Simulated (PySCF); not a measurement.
Isomers of C5H10OSi, from PBE0-D3(BJ)/def2-SVP geometry optimisation, gas phase (PySCF 2.14.0). One conformer each, no zero-point energy, no frequencies.

Question: Which isomer lies lower at this level?
A. `[CH2:1]=[CH:2][O:3][C:4](=[CH2:5])[CH2:6][SiH3:7]` with C1–C2–O3–C4 -151°, C2–O3–C4–C5 21°, O3–C4–C6–Si7 69°: A = 3628, B = 1203, C = 995.9 MHz, dipole 0.62 D
B. `[CH3:1]/[CH:2]=[CH:3]\[CH:4]=[CH:5]/[O:6][SiH3:7]` with C2–C3–C4–C5 180°, C4–C5–O6–Si7 -168°: A = 10171, B = 709.0, C = 672.1 MHz, dipole 1.10 D

Answer: B. That is `C/C=C\C=C/O[SiH3]`, 25.6 kcal/mol below the other.

| SMILES | mapped SMILES | E (Eh) | relative (kcal/mol) | relative (kJ/mol) | dipole (D) |
| --- | --- | --- | --- | --- | --- |
| C/C=C\C=C/O[SiH3] | [CH3:1]/[CH:2]=[CH:3]\[CH:4]=[CH:5]/[O:6][SiH3:7] | -560.52847 | 0.0 | 0.0 | 1.10 |
| C=COC(=C)C[SiH3] | [CH2:1]=[CH:2][O:3][C:4](=[CH2:5])[CH2:6][SiH3:7] | -560.48766 | 25.6 | 107.2 | 0.62 |

As drawn, the lower has an Si–O bond, which the higher lacks; the higher has an Si–C bond, which the lower lacks.
